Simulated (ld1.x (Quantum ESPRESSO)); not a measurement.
## Hf (Z = 72), PAW: configuration errors across variants

Hf (Z = 72), PAW, made with ld1.x (Quantum ESPRESSO) 7.5 (LDA (PZ), scalar-relativistic). Core [Kr] 4d10 4f14, reference 5s2 5p6 5d1 6s0 6p0 (charge +3). Waves: 5s (bound): rcut 1.60, rcutus 2.10 bohr; 6s (bound, empty): rcut 1.60, rcutus 2.10 bohr; 5p (bound): rcut 1.70, rcutus 2.35 bohr; 6p (bound, empty): rcut 1.70, rcutus 2.35 bohr; 5d (bound): rcut 2.40, rcutus 2.85 bohr; 5d channel at -1.25 Ry: rcut 2.40, rcutus 2.85 bohr. Local part: all-electron potential smoothed inside 1.70 bohr (lloc = -2). Core correction: a·sin(br)/r model core inside 1.40 bohr. Augmentation charge: BG, radius 1.60 bohr.

All-electron excitation energies from the reference (eV): (1) 5s2 5p6 5d2 6s2 6p0 -44.802; (2) 5s2 5p6 5d2 6s1 6p0 -36.604; (3) 5s2 5p6 5d2 6s0 6p0 -22.102.

The overlap operator is not positive definite (basis up to 400 Ry) in “base”, “core correction a·sin(br)/r model core inside 2.60 bohr”, “waves 5s (bound): rcut 1.60, rcutus 2.80 bohr; 6s (bound): rcut 1.60, rcutus 2.80 bohr”, “local potential all-electron potential smoothed inside 1.34 bohr (lloc = -2)”, “local potential all-electron potential smoothed inside 2.40 bohr (lloc = -1)”. Such files are unfit for use, however small their errors in these radial tests.

2 further variants failed, have other tests or another functional or relativity, and are left out.

Errors AE − PS in meV (a dash: test not solved or not reliable):

| change | (1) | (2) | (3) | bound ghosts |
| --- | --- | --- | --- | --- |
| base | +17 | +75 | +126 | not determined (overlap not positive) |
| core correction a·sin(br)/r model core inside 2.60 bohr | +20 | +73 | +112 | not determined (overlap not positive) |
| waves 5s (bound): rcut 1.60, rcutus 2.80 bohr; 6s (bound): rcut 1.60, rcutus 2.80 bohr | – | – | – | not determined (overlap not positive) |
| local potential all-electron potential smoothed inside 1.34 bohr (lloc = -2) | – | – | – | not determined (overlap not positive) |
| local potential all-electron potential smoothed inside 2.40 bohr (lloc = -1) | – | – | – | not determined (overlap not positive) |

Task: Give the same row for: all radii but the core radius scaled by about 1.28 (s 2.70, p 3.02, d 3.66 bohr, rcut 2.06/2.18/3.08); local potential all-electron potential smoothed inside 2.18 bohr (lloc = -2); augmentation BG, radius 2.06 bohr.

Result: –, –, –; bound ghosts: not determined (overlap not positive). Its overlap operator is not positive definite in a basis up to 400 Ry (lowest eigenvalue d -0.13), so the file is unfit for use: the generalised eigenproblem breaks down once the basis is large enough, and its test numbers describe a broken file.
